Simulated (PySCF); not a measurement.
C4H3FO2. Atoms are numbered in the order given.

```xyz
10

O     -0.5492     2.3835     0.0000
C     -0.2457     1.2157     0.0000
C     -1.0648     0.0134     0.0000
C     -0.1898    -1.0175     0.0000
F     -0.4369    -2.2897     0.0000
O      1.0985    -0.7334     0.0000
C      1.1988     0.6931     0.0000
H     -2.1487    -0.0484     0.0000
H      1.7477     1.0138     0.8974
H      1.7477     1.0138    -0.8974
```

The structure is a stationary point at PBE0-D3(BJ)/def2-SVP. Other conformers were not sampled.

The numbers are results of TDA-PBE/def2-SVPD (PySCF), not measurements.

Vertical excitations. Gas-phase values at a fixed geometry. State labels are in the subgroup Cs.

Computed UV-visible absorptions:
| state | symmetry | energy (eV) | λ (nm) | f | main pairs |
|---|---|---|---|---|---|
| S1 | A" | 3.92 | 316 | 0.000 | HOMO→LUMO 100 % |
| S2 | A' | 5.66 | 219 | 0.108 | HOMO−1→LUMO 50 %, HOMO→LUMO+1 40 % |
| S3 | A' | 5.81 | 213 | 0.133 | HOMO→LUMO+1 60 %, HOMO−1→LUMO 30 % |
| S4 | A" | 6.12 | 202 | 0.000 | HOMO→LUMO+2 100 % |
| S5 | A" | 6.26 | 198 | 0.010 | HOMO−1→LUMO+1 100 % |
| S6 | A' | 6.55 | 189 | 0.043 | HOMO→LUMO+3 91 % |
| S7 | A" | 6.94 | 179 | 0.000 | HOMO−1→LUMO+3 100 % |
| S8 | A' | 7.07 | 175 | 0.007 | HOMO→LUMO+4 92 % |
| S9 | A' | 7.13 | 174 | 0.020 | HOMO→LUMO+5 86 % |
| S10 | A' | 7.36 | 168 | 0.128 | HOMO−1→LUMO+2 55 %, HOMO−2→LUMO 16 % |
| T1 | A" | 3.53 | 351 | 0 | HOMO→LUMO 100 % |
| T2 | A' | 3.82 | 325 | 0 | HOMO−1→LUMO 99 % |
| T3 | A' | 5.68 | 218 | 0 | HOMO→LUMO+1 100 % |
| T4 | A" | 5.92 | 209 | 0 | HOMO→LUMO+2 99 % |
Triplets are in the Tamm–Dancoff approximation.
